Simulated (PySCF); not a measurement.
```xyz
20

B     -3.5630    -0.0383     0.1362
C     -2.0157    -0.0225     0.0777
C     -1.4070    -0.7461    -0.9758
C     -0.0607    -0.9231    -1.2979
C      1.0739    -0.4247    -0.6562
C      2.4038    -0.6483    -1.0447
C      3.2152     0.0358    -0.1238
F      4.5388     0.0514    -0.1754
C      2.4620     0.7017     0.8578
C      1.1115     0.4476     0.5730
C      0.0188     0.9211     1.3006
C     -1.3440     0.7148     1.0822
H     -4.1975    -0.6482    -0.6894
H     -4.1456     0.5599     1.0074
H     -2.1073    -1.2496    -1.6483
H      0.1405    -1.5404    -2.1800
H      2.7477    -1.2359    -1.8932
H      2.8569     1.2980     1.6776
H      0.2735     1.5433     2.1653
H     -2.0016     1.2033     1.8069
```

Charge 0, multiplicity 1.

### Question
Give the Mulliken and meta-Löwdin atomic charges from TPSSh-D3(BJ)/def2-TZVP // B3LYP-D3(BJ)/def2-SVP (PySCF).

### Answer

```csv
atom,Mulliken (e),meta-Löwdin (e)
B1,-0.08,-0.01
C2,0.12,-0.08
C3,-0.13,-0.09
C4,-0.20,-0.09
C5,0.14,0.03
C6,-0.25,-0.22
C7,0.29,0.32
F8,-0.17,-0.24
C9,-0.25,-0.22
C10,0.14,0.03
C11,-0.20,-0.09
C12,-0.13,-0.09
H13,0.00,0.00
H14,0.00,0.00
H15,0.12,0.12
H16,0.11,0.12
H17,0.13,0.13
H18,0.13,0.13
H19,0.11,0.12
H20,0.12,0.12
```
